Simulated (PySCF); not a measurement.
# Electron affinity of Br by level of theory

Br⁻ [Kr] (1S) → Br [Ar] 3d10 4s2 4p5 (2P), as a difference of total energies. Calculation: PySCF 2.14, in aug-cc-pVQZ-DK; scalar relativity by spin-free X2C-1e. Correlated levels: valence: [Ar] 3d10 frozen. The calculations carry no spin-orbit coupling.

| method | electron affinity (eV) | plus first-order spin-orbit estimate | error of that sum (eV) |
| --- | --- | --- | --- |
| UHF | 2.339 | 2.188 | -1.176 |
| MP2 (valence) | 3.493 | 3.342 | -0.022 |
| SCS-MP2 (valence) | 3.425 | 3.274 | -0.090 |
| CCSD (valence) | 3.356 | 3.205 | -0.159 |
| CCSD(T) (valence) | 3.440 | 3.289 | -0.075 |

Reference: 3.364 eV (measured; photodetachment measurements, as compiled on the Wikipedia data page of electron affinities).

A first-order spin-orbit estimate (lowest level to lowest level, LS coupling) adds -0.151 eV.

Errors of the correlated levels include the incompleteness of this basis and the frozen core.
